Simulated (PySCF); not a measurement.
## SMILES COC(F)=C=C=C=CF, C6H4F2O

Cartesian coordinates in Å; atom numbers follow the order of the lines, from 1:
```xyz
13

C    -2.457    0.407   -0.071
O    -2.337   -0.351   -1.258
C    -1.122   -0.726   -1.609
F    -1.177   -1.424   -2.722
C     0.020   -0.474   -0.984
C     1.117   -0.235   -0.374
C     2.219    0.003    0.239
C     3.358    0.291    0.829
F     3.909   -0.473    1.770
H    -3.525    0.618    0.053
H    -2.080   -0.161    0.794
H    -1.892    1.350   -0.153
H     3.966    1.178    0.612
```

Level of theory: TDDFT CAM-B3LYP/aug-cc-pVDZ excited states, vertical, gas phase in PySCF. Geometry: PBE0-D3(BJ)/def2-SVP.

**Question.** How strongly do the lowest singlets absorb one photon, and two photons of half the energy?

**Answer.** δ for parallel linear polarisation; σ at the peak of a Lorentzian of half width 0.1 eV, single beam; Ω is circular over linear.
```
state  E (eV)      f  photon λ (nm)  δ (au)  σ (GM)     Ω                                    main
   S1    3.20  0.000            774    0.44    0.00  1.47                          HOMO→LUMO 0.98
   S2    4.19  0.000            591    0.34    0.00  1.46                      HOMO−1→LUMO+1 0.96
   S3    4.58  0.015            542    77.7    0.60  0.42      HOMO→LUMO+1 0.56, HOMO−1→LUMO 0.42
   S4    5.67  0.028            437      59    0.70  0.80                        HOMO→LUMO+2 0.71
   S5    5.95  1.920            417    65.5    0.85  0.71      HOMO−1→LUMO 0.50, HOMO→LUMO+1 0.36
   S6    6.26  0.001            396    88.7    1.27  1.50  HOMO−1→LUMO+2 0.58, HOMO−1→LUMO+3 0.28
```

Among these, the strongest one-photon state is S5, the strongest two-photon state S6, with a dipole change of 4.6 D (relaxed, norm of the difference vector).
